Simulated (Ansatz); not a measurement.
The cluster Be₇⁻. The state is a doublet with charge -1. Geometry PBE0/def2-TZVPD; atoms count from 1.

```tsv
atom	x (Å)	y (Å)	z (Å)
Be1	1.599	1.259	-0.558
Be2	-0.275	2.045	-0.029
Be3	0.000	-0.001	0.000
Be4	1.869	-0.809	-0.526
Be5	0.275	-2.043	0.030
Be6	-1.591	-1.259	0.556
Be7	-1.877	0.807	0.528
```

The charge -1 doublet is spin-contaminated (final ⟨S²⟩ up to 1.39, 0.75 for a pure state). The geometry of the doublet was relaxed on an unsound state (⟨S²⟩ 1.39, where a pure state has 0.75). The structure comes from a short search, and lower isomers may exist.

Question: Estimate the Mulliken populations from the PBE0/def2-TZVPD orbitals of Ansatz.

Answer: 
| atom | charge (e) | spin (α − β) |
| --- | --- | --- |
| Be1 | -0.36 | -0.01 |
| Be2 | -0.35 | -0.13 |
| Be3 | 1.19 | -0.05 |
| Be4 | -0.38 | 0.36 |
| Be5 | -0.37 | 0.50 |
| Be6 | -0.38 | 0.36 |
| Be7 | -0.36 | -0.01 |
Mulliken values and Mayer orders depend strongly on the basis. With diffuse functions, as here, like atoms can get unlike values, and bond orders can come out too low or too high.

Question: Where does the spin sit?

Answer: Summed by element: Be 1.00, of 1 unpaired in all. Largest on single atoms: Be5 0.50, Be4 0.36, Be6 0.36.

Question: And the Mayer bond orders between bonded heavy atoms (over 0.3)?

Answer: Be1–Be2 1.05 (2.10 Å); Be1–Be4 1.06 (2.09 Å); Be2–Be7 1.05 (2.10 Å); Be4–Be5 1.04 (2.09 Å); Be5–Be6 1.04 (2.09 Å); Be6–Be7 1.06 (2.09 Å).
